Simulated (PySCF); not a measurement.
C5H5F, SMILES FC(=C)C#CC.

Geometry optimised at B3LYP-D3(BJ)/def2-SVP.

All values below come from PySCF with PBE/def2-TZVP.

Problem. Estimate the frontier levels, gap, dipole moment and polarisability. (An estimate is asked for; the answer gives what the named calculation found.)

Solution. 
- highest occupied level = -5.83 eV
- lowest empty level = -1.70 eV
- orbital gap = 4.13 eV
- dipole moment = 2.25 D
- quadrupole, principal values (traceless, Buckingham form, about the centre of nuclear charge) = -5.57, -4.30, 9.87 D·Å
- mean static polarisability = 66.0 bohr³ (9.77 Å³)
- polarisability, principal values = 39.0, 50.9, 107.9 bohr³
